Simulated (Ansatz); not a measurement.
The cluster Pt2H⁻. Total charge -1; singlet. Geometry PBE-D4/def2-TZVPD, that of the charge -1 singlet.

```xyz
3

Pt    0.048   -0.434    0.646
Pt   -0.956    1.590   -0.226
H     0.908   -1.155   -0.420
```

In the def2 sets Pt takes a core potential; there is no spin–orbit coupling. At PBE-D4/def2-TZVPD, r2SCAN-D4/def2-TZVPD, PBE0-D4/def2-TZVPD the unrestricted singlet has broken spin symmetry (⟨S²⟩ up to 0.74). At PBE-D4/def2-TZVPD, r2SCAN-D4/def2-TZVPD the highest occupied level of the charge -1 singlet lies above zero (up to 0.40 eV). Its loss leaves the charge 0 doublet, which lies 2.25 eV higher (vertical, at PBE-D4/def2-TZVPD), but this difference is unsure: the doublet is doubtful (geometry relaxed on an unsound state). At PBE0-D4/def2-TZVPD a triplet of charge -1 lies 0.06 eV below the unrestricted singlet, which stands at the restricted singlet's geometry. The structure comes from a short search, and lower isomers may exist.

Question: Estimate the orbital energies around the gap (eV) in Ansatz with PBE-D4/def2-TZVPD, r2SCAN-D4/def2-TZVPD, PBE0-D4/def2-TZVPD.

Answer: 
```json
{"orbital": "HOMO−5", "PBE-D4/def2-TZVPD": "-0.63", "r2SCAN-D4/def2-TZVPD": "-0.89", "PBE0-D4/def2-TZVPD": "-1.62"}
{"orbital": "HOMO−4", "PBE-D4/def2-TZVPD": "-0.09", "r2SCAN-D4/def2-TZVPD": "-0.27", "PBE0-D4/def2-TZVPD": "-1.07"}
{"orbital": "HOMO−3", "PBE-D4/def2-TZVPD": "0.20", "r2SCAN-D4/def2-TZVPD": "-0.07", "PBE0-D4/def2-TZVPD": "-0.93"}
{"orbital": "HOMO−2", "PBE-D4/def2-TZVPD": "0.26", "r2SCAN-D4/def2-TZVPD": "0.03", "PBE0-D4/def2-TZVPD": "-0.85"}
{"orbital": "HOMO−1", "PBE-D4/def2-TZVPD": "0.37", "r2SCAN-D4/def2-TZVPD": "0.14", "PBE0-D4/def2-TZVPD": "-0.76"}
{"orbital": "HOMO", "PBE-D4/def2-TZVPD": "0.40", "r2SCAN-D4/def2-TZVPD": "0.16", "PBE0-D4/def2-TZVPD": "-0.53"}
{"orbital": "LUMO", "PBE-D4/def2-TZVPD": "0.92", "r2SCAN-D4/def2-TZVPD": "1.20", "PBE0-D4/def2-TZVPD": "1.91"}
{"orbital": "LUMO+1", "PBE-D4/def2-TZVPD": "2.17", "r2SCAN-D4/def2-TZVPD": "2.38", "PBE0-D4/def2-TZVPD": "2.77"}
{"orbital": "LUMO+2", "PBE-D4/def2-TZVPD": "2.89", "r2SCAN-D4/def2-TZVPD": "3.21", "PBE0-D4/def2-TZVPD": "3.32"}
{"orbital": "LUMO+3", "PBE-D4/def2-TZVPD": "3.16", "r2SCAN-D4/def2-TZVPD": "3.55", "PBE0-D4/def2-TZVPD": "3.59"}
{"orbital": "LUMO+4", "PBE-D4/def2-TZVPD": "3.34", "r2SCAN-D4/def2-TZVPD": "3.80", "PBE0-D4/def2-TZVPD": "3.74"}
{"orbital": "LUMO+5", "PBE-D4/def2-TZVPD": "3.44", "r2SCAN-D4/def2-TZVPD": "3.88", "PBE0-D4/def2-TZVPD": "3.77"}
{"orbital": "β HOMO", "PBE-D4/def2-TZVPD": "0.40", "r2SCAN-D4/def2-TZVPD": "0.16", "PBE0-D4/def2-TZVPD": "-0.53"}
{"orbital": "β LUMO", "PBE-D4/def2-TZVPD": "0.92", "r2SCAN-D4/def2-TZVPD": "1.20", "PBE0-D4/def2-TZVPD": "1.91"}
```
